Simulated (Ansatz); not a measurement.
Relaxation of Rb3⁻ with RKS PBE0/def2-TZVPD.

```sh
$ ansatz run in.yaml --threads 4 --pin off --events-out ev --progress --plain --max-ram 3916MiB
```

```yaml
crystal:
  periodic: [false, false, false]
  atoms:
    - {symbol: Rb, position_ang: [3.356310, -1.979750, -0.521180]}
    - {symbol: Rb, position_ang: [-0.751260, -0.922430, 0.014970]}
    - {symbol: Rb, position_ang: [-2.605050, 2.902180, 0.506220]}
basis:
  gaussian: {orbitals: def2-TZVPD}
total_charge: -1
hamiltonian: {xc: pbe0}
scf: {omitted_lower_state_checks: [starts]}
output: {orbitals: {seedname: orbitals}}
relax: {f_tol: 0.02, max_steps: 100}
```

Run time 7.5 s (4 threads of Intel Xeon 6975P-C on a shared host).

Positions (Å) and forces (eV/Å) at steps 1, 2, 3, 4, 7, 9 of 9:

```xyz
3
step=1 energy=-1967.3478 eV
Rb    3.356   -1.980   -0.521    0.132   -0.071   -0.020
Rb   -0.751   -0.922    0.015   -0.037   -0.043    0.001
Rb   -2.605    2.902    0.506   -0.095    0.114    0.019
3
step=2 energy=-1967.3575 eV
Rb    3.380   -2.015   -0.526    0.122   -0.069   -0.019
Rb   -0.735   -0.903    0.015   -0.031   -0.036    0.001
Rb   -2.644    2.918    0.512   -0.091    0.105    0.018
3
step=3 energy=-1967.3980 eV
Rb    3.508   -2.159   -0.551    0.064   -0.052   -0.011
Rb   -0.697   -0.855    0.014    0.000    0.001    0.000
Rb   -2.811    3.015    0.538   -0.064    0.052    0.011
3
step=4 energy=-1967.4239 eV
Rb    3.613   -2.321   -0.575    0.025   -0.038   -0.006
Rb   -0.623   -0.764    0.013    0.017    0.021    0.000
Rb   -2.990    3.085    0.563   -0.042    0.017    0.006
3
step=7 energy=-1967.4625 eV
Rb    3.678   -2.752   -0.615   -0.006   -0.008    0.000
Rb   -0.255   -0.312    0.005    0.013    0.016    0.000
Rb   -3.424    3.064    0.609   -0.007   -0.008    0.000
3
step=9 energy=-1967.4687 eV
Rb    3.601   -2.940   -0.620   -0.005    0.004    0.001
Rb   -0.008   -0.010    0.000    0.000    0.001    0.000
Rb   -3.592    2.950    0.620    0.005   -0.005   -0.001
```

In the def2 sets Rb takes a core potential; there is no spin–orbit coupling. The structure comes from a short search, and lower isomers may exist.
